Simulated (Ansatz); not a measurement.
Consider the redistribution: `NB([SiH3])CF` + `N[SiH2][GeH3]` → `N[B]([SiH3])[GeH3]` + `N[SiH2]CF`.

Gas-phase electronic energies from Ansatz, PBE0-D4/def2-TZVP geometries. CCSD(T)/CBS adds triple-zeta CCSD(T) − MP2 to the extrapolated MP2 energy (def2 sets, frozen cores). DFT in def2-TZVPP. For Ge outer-core shells are correlated without core-valence functions, which leaves a few kJ/mol of doubt a bond. Scalar relativity is left out up to krypton. Each species was taken in one conformer, which may not be the lowest.

(1) Is it downhill or uphill in electronic energy at CCSD(T)/CBS, and by how much? (Estimate.)

(2) What do these levels give: PBE0-D4, ωB97X-V, PBE, r2SCAN, HF/def2-TZVPP, MP2/def2-QZVPP? (Estimate.)

Largest T1 diagnostic among the species: 0.013.

Answers

(1) The calculation gave: Uphill: ΔE = +33.8 kJ/mol.

(2) Ansatz gave: PBE0-D4 40.5, ωB97X-V 37.6, PBE 40.1, r2SCAN 39.6, HF/def2-TZVPP 39.1, MP2/def2-QZVPP 33.0 kJ/mol.

In def2-TZVPP, CCSD(T) changes the Hartree–Fock value by −5.0 kJ/mol (the triples alone add −1.0 kJ/mol) and MP2 by −6.0 kJ/mol.
